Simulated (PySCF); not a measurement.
From one molecule to another.

First species: C₅H₁₄NPSi₂.
Numbering: `[CH2:1]=[CH:2][CH2:3][N:4]1[CH2:5][SiH2:6][Si@@H:7]([PH2:8])[CH2:9]1` (hydrogens: H10, H11 on C1; H12 on C2; H13, H14 on C3; H15, H16 on C5; H17, H18 on Si6; H19 on Si7; H20, H21 on P8; H22, H23 on C9)

Second species: C₅H₁₁ClOSi₂.
Numbering: `[CH3:1][C:2]([CH3:3])=[C:4]([CH:5]=[O:6])[SiH2:7][SiH2:8][Cl:9]` (hydrogens: H10, H11, H12 on C1; H13, H14, H15 on C3; H16 on C5; H17, H18 on Si7; H19, H20 on Si8)

Levels: PBE0/pcSseg-1 for HOMO energy, LUMO energy and HOMO–LUMO gap. Geometries: GFN2-xTB. Each species is one conformer at its optimised geometry, gas phase, non-relativistic unless stated; the electronic structure was computed with PySCF and density fitting.

The conformers computed, where there is a choice (atom-mapped SMILES and torsion angles):
- `[CH3:1][C:2]([CH3:3])=[C:4]([CH:5]=[O:6])[SiH2:7][SiH2:8][Cl:9]`: C2–C4–C5–O6 167°, C2–C4–Si7–Si8 -113°, C4–Si7–Si8–Cl9 25°

The conformers of `C=CCN1C[SiH2][Si@@H](P)C1` aren't listed.

```tsv
property	column X	column Y
HOMO energy	-6.34 eV	-7.48 eV
LUMO energy	-0.17 eV	-1.93 eV
HOMO–LUMO gap	6.17 eV	5.55 eV
```

Problem. Which column belongs to which species?

Solution. Column X is the first species and column Y the second. The first has 23 atoms and 94 electrons, the second 20 and 94.

Problem. How does each property change from the first species to the second?

Solution. HOMO energy -1.14 eV; LUMO energy -1.76 eV; HOMO–LUMO gap -0.62 eV.

